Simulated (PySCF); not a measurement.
PySCF input for C2H6FInO, SMILES [OH][In]([CH2]C)[F], TDA-PBE/def2-SVPD. The structure is a stationary point at B3LYP-D3(BJ)/def2-SVP. The structure was generated by enumeration; whether it is a known compound was not checked. The def2 effective core potentials stand for the cores of In; spin–orbit coupling is left out. One conformer was computed; it need not be the lowest.

```python
import numpy as np
from pyscf import gto, scf, dft, tdscf

mol = gto.M(
    atom='''
    In    0.10510135    0.16509644    0.23072666
    F     1.16896917    0.07513527    1.89003255
    C    -0.15874975   -1.64395691   -0.94926587
    C    -1.02041000   -1.48684894   -2.20023902
    H    -0.57785935   -2.37865891   -0.24439056
    H     0.86443495   -1.97379948   -1.18739735
    H    -0.59812291   -0.75365806   -2.90592262
    H    -2.04518363   -1.16113329   -1.96023733
    H    -1.10403969   -2.44543512   -2.74123192
    O    -0.51114950    2.06591764    0.04609492
    H    -1.04576349    2.20423579   -0.74844933
    ''',
    basis='def2-SVPD',
    ecp={'In': 'def2-svp'},
    charge=0,
    spin=0,
    max_memory=1600,
    verbose=4,
)
mf = dft.RKS(mol, xc='pbe').density_fit(auxbasis='def2-universal-jkfit')
mf.grids.level = 3
mf.conv_tol = 1e-9
mf.max_cycle = 100
mf.kernel()
mf.grids = dft.Grids(mol).set(level=1).build(with_non0tab=True)  # coarser grid for the response kernel
td = tdscf.TDA(mf)
td.singlet = True
td.nstates = 10
td.conv_tol = 1e-4
td.positive_eig_threshold = 1e-6
td.kernel(x0=td.get_init_guess(mf, 15))
td.analyze()
tt = tdscf.TDA(mf)
tt.singlet = False
tt.nstates = 4
tt.conv_tol = 1e-4
tt.positive_eig_threshold = 1e-6
tt.kernel(x0=tt.get_init_guess(mf, 9))
tt.analyze(verbose=3)
```

It prints:

```
PySCF version 2.14.0

[INPUT] verbose = 4
[INPUT] num. atoms = 11
[INPUT] num. electrons = 56
[INPUT] charge = 0
[INPUT] spin (= nelec alpha-beta = 2S) = 0
[INPUT] symmetry False subgroup None
[INPUT] Mole.unit = angstrom
[INPUT] Symbol           X                Y                Z      unit          X                Y                Z       unit  Magmom
[INPUT]  1 In     0.105101350000   0.165096440000   0.230726660000 AA    0.198612766822   0.311987055741   0.436010197036 Bohr   0.0
[INPUT]  2 F      1.168969170000   0.075135270000   1.890032550000 AA    2.209031579360   0.141985082595   3.571643886013 Bohr   0.0
[INPUT]  3 C     -0.158749750000  -1.643956910000  -0.949265870000 AA   -0.299993549843  -3.106628320486  -1.793852513697 Bohr   0.0
[INPUT]  4 C     -1.020410000000  -1.486848940000  -2.200239020000 AA   -1.928295434767  -2.809737285200  -4.157849156381 Bohr   0.0
[INPUT]  5 H     -0.577859350000  -2.378658910000  -0.244390560000 AA   -1.091995910019  -4.495013883656  -0.461831225829 Bohr   0.0
[INPUT]  6 H      0.864434950000  -1.973799480000  -1.187397350000 AA    1.633545308002  -3.729940442009  -2.243855792534 Bohr   0.0
[INPUT]  7 H     -0.598122910000  -0.753658060000  -2.905922620000 AA   -1.130288488728  -1.424207324971  -5.491397890979 Bohr   0.0
[INPUT]  8 H     -2.045183630000  -1.161133290000  -1.960237330000 AA   -3.864836935144  -2.194223912215  -3.704311692849 Bohr   0.0
[INPUT]  9 H     -1.104039690000  -2.445435120000  -2.741231920000 AA   -2.086332644750  -4.621202632193  -5.180177572716 Bohr   0.0
[INPUT] 10 O     -0.511149500000   2.065917640000   0.046094920000 AA   -0.965932563708   3.904018535508   0.087106774534 Bohr   0.0
[INPUT] 11 H     -1.045763490000   2.204235790000  -0.748449330000 AA   -1.976206587169   4.165401957064  -1.414364251814 Bohr   0.0

nuclear repulsion = 261.461267056166
number of shells = 70
number of NR pGTOs = 253
number of NR cGTOs = 166
basis = def2-SVPD
ecp = {'In': 'def2-svp'}


[settings echo left out]
init E= -423.235476604211
  HOMO = -0.621503660751384  LUMO = -0.573301937688635  gap/eV = 1.31164
cycle= 1 E= -443.104849894765  delta_E= -19.9  |g|= 2.48  |ddm|= 15.8
  HOMO = 0.0293036268492493  LUMO = 0.0394048602354947  gap/eV = 0.27487
cycle= 2 E= -387.068249787591  delta_E=   56  |g|= 11.9  |ddm|= 83.8
  HOMO = -0.253632659959656  LUMO = -0.0935697310765111  gap/eV = 4.35553
cycle= 3 E= -444.525020623312  delta_E= -57.5  |g|= 0.616  |ddm|= 83.7
  HOMO = -0.182717873875282  LUMO = -0.0959510647083484  gap/eV = 2.36105
cycle= 4 E= -444.345026183583  delta_E= 0.18  |g|= 1.11  |ddm|= 1.85
  HOMO = -0.23459937876293  LUMO = -0.0827357206609385  gap/eV = 4.13242
cycle= 5 E= -444.595653918664  delta_E= -0.251  |g|= 0.183  |ddm|= 1.06
  HOMO = -0.245515403559962  LUMO = -0.0833888602892365  gap/eV = 4.41169
cycle= 6 E= -444.601389957972  delta_E= -0.00574  |g|= 0.129  |ddm|= 0.429
  HOMO = -0.252760806988207  LUMO = -0.0908268968817154  gap/eV = 4.40645
cycle= 7 E= -444.604765416303  delta_E= -0.00338  |g|= 0.0553  |ddm|= 0.177
  HOMO = -0.255635036479935  LUMO = -0.0915831985771192  gap/eV = 4.46408
cycle= 8 E= -444.605268314759  delta_E= -0.000503  |g|= 0.0283  |ddm|= 0.0788
  HOMO = -0.254132009681309  LUMO = -0.0908724168775734  gap/eV = 4.44252
cycle= 9 E= -444.605441685171  delta_E= -0.000173  |g|= 0.00553  |ddm|= 0.0287
  HOMO = -0.254207501154524  LUMO = -0.0908327603503061  gap/eV = 4.44565
cycle= 10 E= -444.605450324692  delta_E= -8.64e-06  |g|= 0.00112  |ddm|= 0.00915
  HOMO = -0.254140130939887  LUMO = -0.0907664415635452  gap/eV = 4.44562
cycle= 11 E= -444.605450614927  delta_E= -2.9e-07  |g|= 0.000155  |ddm|= 0.00151
  HOMO = -0.254142790350948  LUMO = -0.0907721493443354  gap/eV = 4.44554
cycle= 12 E= -444.605450622203  delta_E= -7.28e-09  |g|= 4.16e-05  |ddm|= 0.000394
  HOMO = -0.254142510091986  LUMO = -0.090771432677581  gap/eV = 4.44555
cycle= 13 E= -444.605450622721  delta_E= -5.19e-10  |g|= 7.07e-06  |ddm|= 9.28e-05
  HOMO = -0.254143189924598  LUMO = -0.0907716775561553  gap/eV = 4.44557
Extra cycle  E= -444.605450622655  delta_E= 6.61e-11  |g|= 1.97e-05  |ddm|= 2.5e-05
converged SCF energy = -444.605450622655
tot grids = 43760
Overwritten attributes  positive_eig_threshold  of <class 'pyscf.tdscf.rks.TDA'>


******** <class 'pyscf.tdscf.rks.TDA'> for <class 'pyscf.df.df_jk.DFRKS'> ********
nstates = 10 singlet
deg_eia_thresh = 1.000e-03
wfnsym = None
conv_tol = 0.0001
eigh lindep = 1e-12
eigh level_shift = 0
eigh max_cycle = 100


Excitation energies (eV)
[4.6949552  5.14646263 5.28815141 5.57195245 5.66063164 5.83947126
 6.24549007 6.27601627 6.41566606 6.50189793]

** Singlet excitation energies and oscillator strengths **
Excited State   1:      4.69496 eV    264.08 nm  f=0.0158
      27 -> 29       -0.70447
Excited State   2:      5.14646 eV    240.91 nm  f=0.1243
      26 -> 29        0.21856
      27 -> 30       -0.33125
      28 -> 29       -0.56301
Excited State   3:      5.28815 eV    234.46 nm  f=0.0065
      28 -> 30       -0.70029
Excited State   4:      5.57195 eV    222.51 nm  f=0.0058
      24 -> 29        0.29765
      26 -> 29        0.54255
      27 -> 30        0.33785
Excited State   5:      5.66063 eV    219.03 nm  f=0.0182
      25 -> 29       -0.70023
Excited State   6:      5.83947 eV    212.32 nm  f=0.1456
      24 -> 29       -0.31053
      25 -> 30       -0.16690
      26 -> 29        0.37320
      27 -> 30       -0.30654
      28 -> 29        0.30240
      28 -> 31        0.11216
      28 -> 33        0.11092
Excited State   7:      6.24549 eV    198.52 nm  f=0.0008
      26 -> 30        0.70295
Excited State   8:      6.27602 eV    197.55 nm  f=0.0653
      24 -> 29        0.35429
      27 -> 30       -0.27553
      28 -> 29        0.13730
      28 -> 31       -0.48403
      28 -> 32       -0.11721
Excited State   9:      6.41567 eV    193.25 nm  f=0.0047
      27 -> 31       -0.70050
Excited State  10:      6.50190 eV    190.69 nm  f=0.0365
      22 -> 29        0.12289
      24 -> 29        0.22568
      25 -> 30        0.48345
      27 -> 30       -0.20223
      28 -> 31        0.32931
      28 -> 32       -0.13545

** Transition electric dipole moments (AU) **
state          X           Y           Z        Dip. S.      Osc.
  1        -0.3063     -0.0805      0.1925      0.1374      0.0158
  2        -0.0766     -0.8640     -0.4832      0.9858      0.1243
  3        -0.1863     -0.0527      0.1132      0.0503      0.0065
  4         0.0993     -0.1557      0.0932      0.0428      0.0058
  5         0.2999      0.0792     -0.1875      0.1313      0.0182
  6         0.1375      0.8269      0.5615      1.0181      0.1456
  7         0.0597      0.0186     -0.0360      0.0052      0.0008
  8        -0.0874      0.6337      0.1236      0.4244      0.0653
  9        -0.1406     -0.0368      0.0936      0.0299      0.0047
 10        -0.1729      0.4369     -0.0916      0.2292      0.0365

WARN: ECP detected. Skipping calculation of transition velocity and magnetic dipole moments, which have not yet been implemented.



******** <class 'pyscf.tdscf.rks.TDA'> for <class 'pyscf.df.df_jk.DFRKS'> ********
nstates = 4 triplet
deg_eia_thresh = 1.000e-03
wfnsym = None
conv_tol = 0.0001
eigh lindep = 1e-12
eigh level_shift = 0
eigh max_cycle = 100


Excitation energies (eV)
[4.07138684 4.32919734 4.99554555 5.02600242]

** Triplet excitation energies and oscillator strengths **
Excited State   1:      4.07139 eV    304.53 nm  f=0.0000
Excited State   2:      4.32920 eV    286.39 nm  f=0.0000
Excited State   3:      4.99555 eV    248.19 nm  f=0.0000
Excited State   4:      5.02600 eV    246.69 nm  f=0.0000
```

The run converged.
